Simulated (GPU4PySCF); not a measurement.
fluorene (C13H10), SMILES c1c2Cc3ccccc3-c2ccc1. Coordinates come from a PBE-D3(BJ)/def2-TZVP optimisation. Other conformers were not sampled.

All values below come from PBE-D3(BJ)/def2-TZVP (GPU4PySCF).

Harmonic wavenumbers (cm⁻¹): 93, 132, 211, 234, 264, 404, 413, 420, 463, 487, 538, 555, 616, 626, 681, 710, 722, 741, 767, 799, 832, 835, 839, 877, 884, 911, 913, 922, 1001, 1024, 1026, 1090, 1103, 1116, 1142, 1145, 1157, 1181, 1189, 1230, 1289, 1289, 1347, 1370, 1392, 1440, 1442, 1468, 1469, 1579, 1580, 1606, 1607, 2963, 2990, 3094, 3095, 3100, 3101, 3111, 3112, 3124, 3124. Rotational constants (GHz): 2.172, 0.5843, 0.4618; symmetry number 2.

Task: Work out the zero-point energy and the ideal-gas rigid-rotor harmonic-oscillator thermochemistry at 298.15 K and 1 atm.

Result: ZPE = ½ Σ hcν = ½ × 79985 cm⁻¹ = 478.42 kJ/mol. H − E(el) = 505.27 kJ/mol. Entropy in J/(mol K): translation 172.52, rotation 122.62, vibration 91.79, total 386.92. G − E(el) = 389.91 kJ/mol. Cp = 174.55 J/(mol K). Modes under 150 cm⁻¹ make the vibrational entropy uncertain.
